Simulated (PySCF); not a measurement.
Löwdin shares of the frontier orbitals

Species: cyclo-(H2SiSe)2.
Geometry (PBE0-D3(BJ)/def2-SVP, Å), atoms numbered from 1 in this order:
```
atom  x, y, z in Å
Si1    1.4329    0.0327    0.4039
H2     2.1059   -0.9593    1.2913
H3     2.4249    1.0724    0.0054
Se4   -0.4221    0.9479    1.3893
Si5   -1.3983   -0.0537   -0.4250
H6    -2.3860   -1.0962   -0.0233
H7    -2.0765    0.9349   -1.3119
Se8    0.4574   -0.9643   -1.4135
```

The calculation used PySCF 2.14.0, density-fitted response routines, TDDFT B3LYP/def2-SVPD, vertical, gas phase, core orbitals frozen in the response. The B3LYP/def2-SVPD calculation is non-relativistic and has no spin–orbit coupling, an omission that weighs most on selenium.

Kohn–Sham orbitals with the atoms that hold most of them (Löwdin shares over 4%, at most four atoms; ? is withheld):

```json
{"orbital": "LUMO+2", "ε (eV)": "-0.16", "atoms": "Se4 22%, Se8 22%, Si1 19%, Si5 19%"}
{"orbital": "LUMO+1", "ε (eV)": "-1.41", "atoms": "Si1 22%, Si5 22%, Se4 17%, Se8 17%"}
{"orbital": "LUMO", "ε (eV)": "-1.58", "atoms": "?"}
{"orbital": "HOMO", "ε (eV)": "-7.00", "atoms": "Se8 42%, Se4 41%, Si5 8%, Si1 8%"}
{"orbital": "HOMO-1", "ε (eV)": "-7.02", "atoms": "Se4 32%, Se8 31%, Si5 11%, Si1 11%"}
{"orbital": "HOMO-2", "ε (eV)": "-8.09", "atoms": "Se8 41%, Se4 41%, Si1 8%, Si5 8%"}
{"orbital": "HOMO-3", "ε (eV)": "-8.77", "atoms": "Se8 21%, Se4 21%, Si1 18%, Si5 18%"}
```

Q: Give the leading atoms of the LUMO.

A: Se4 (bonded to 2 Si) 28%; Se8 (bonded to 2 Si) 28%; Si1 (bonded to 2 Se and 2 H) 16%; Si5 (bonded to 2 Se and 2 H) 16%. By element: selenium 56%, silicon 32%.

Q: The HOMO–LUMO gap is 5.42 eV. Where does the response calculation put the lowest singlet, and from which orbitals?

A: S1 is at 4.34 eV (f = 0.0000), 1.08 eV below the gap, made of HOMO→LUMO (99%). Without the coupling terms of the response equations the lowest excitation would equal the gap.

Q: One configuration dominates each of S5 and S6. Which, and how do the shares of the two leading atoms of either orbital change from the occupied to the empty one?

A: 
- S5 (5.53 eV, f 0.0000), HOMO-2→LUMO (99%): Se8 41% → 28%, Se4 41% → 28%
- S6 (5.80 eV, f 0.0000), HOMO-2→LUMO+1 (99%): Se8 41% → 17%, Se4 41% → 17%, Si1 8% → 22%, Si5 8% → 22%

Löwdin shares depend on the basis, the more so with diffuse functions.

Time: 3.4 min (grids of density and orbitals included); peak memory 0.73 GiB. Hardware: Intel Xeon at 2.50 GHz, one thread, on a shared host.

One conformer stands for the species.
